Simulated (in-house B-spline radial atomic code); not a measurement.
# RPA and G0W0 on BLYP: Si4+

Configuration [He] 2s2 2p6, mean-field start BLYP. Computed with an all-electron radial atomic-structure program (B-spline basis): all electrons, non-relativistic, point nucleus, each spin shell either full or empty, empty states to l = 9 with an (l + 1/2)⁻⁴ tail; G0W0 by contour deformation at full frequency.

Command:
```bash
python run_gw.py task.json out
```
Settings (radii: box in bohr, nucleus in fm):
```
Z                        14
electrons                10
configuration            [He] 2s2 2p6
hamiltonian              nr
method                   b88,lyp
lmax                     9
spin_polarised           False
box_radius               11.96
intervals                47
```

Cost of the run: 0.7 s on 1 thread of Intel(R) Xeon(R) Platinum 8375C CPU @ 2.90GHz, on a shared host.

Energies (hartree):

| term | value |
| --- | --- |
| mean-field total | -285.58672 |
| Hartree-Fock functional on these orbitals | -285.17236 |
| direct second order | -0.67977 |
| second-order exchange | 0.2402 |
| SOSEX correction | 0.22314 |

(1) What is the RPA correlation energy, and what remains with SOSEX?

Quasi-particle levels (eV):

```csv
level,occupied,mean field,Σx - vxc,Σc,QP weight,G0W0
2p,yes,-148.58,-20.29,?,?,?
2s,yes,-191.50,-28.38,5.53,0.942,-214.35
3s,no,-51.72,7.38,-0.59,0.996,-44.92
```

G0W0 = mean field + (Σx - vxc) + Σc, with Σc (partial-wave tail included) taken at the quasi-particle energy. Levels of low weight are left out.

(2) Where does G0W0 put 2p?

Results:

(1) RPA gives -0.612 hartree (-1.67 eV per electron); RPA + SOSEX gives -0.38886, and the second-order doubles -0.43957 hartree (no singles). RPA lacks exchange-type terms and so overcorrelates at short range.

(2) At -166.54 eV, with Σc = 2.33 eV and a quasi-particle weight of 0.964. The tabulated removal energy is 166.767 ± 0.003 eV (NIST, measured); the calculation leaves out relativity, Breit and QED terms, and what these don't explain is the method's own error.
